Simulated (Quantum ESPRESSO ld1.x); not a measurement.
One sound ld1.x (Quantum ESPRESSO 7.5) input for neutral selenium gives E = -2426.7894 hartree in 31 iterations:

```
 &input
    zed=34.0,
    iswitch=1,
    rel=1,
    dft='PW',
    config='[Ar] 3d10 4s2 4p4',
    verbosity='high',
    prefix='ld1',
    max_out_wfc=37,
    file_charge='ld1.rho',
 /
```

Changed or added lines, one case at a time, and what came of them:

- isic=1 latt=1: refused. The program stops in ld1_readin with "isic and latter correction not allowed": the two corrections exclude each other.
- lsd=2: refused. The program stops in ld1_readin with "lsd not correct": lsd takes 0 or 1.
- rel=-1: refused. The program stops in ld1_readin with "wrong rel": rel takes 0, 1 or 2.
- rel=2 relpert=.true.: refused. The program stops in ld1_readin with "perturbative SO-splitting for AE calculations with rel=0 only": the perturbative correction needs rel = 0.
- zed=0.0: crashed. A zed of zero is read as not set; no element symbol is given either, so there is no nucleus and the run dies.
- config='[Ar] 3d10 4s2 4p4 5p2': spurious. The string holds 36 electrons for Z = 34, so the species has charge -2 and is not the one meant. The equations of the added shell fail (the log warns of at least one error in the KS equations), so the printed solution is spurious even though the residual is small.
- rmax=1000.0: harmless. The energy moves by less than 1e-5 hartree against the default mesh (-2426.7894 hartree).
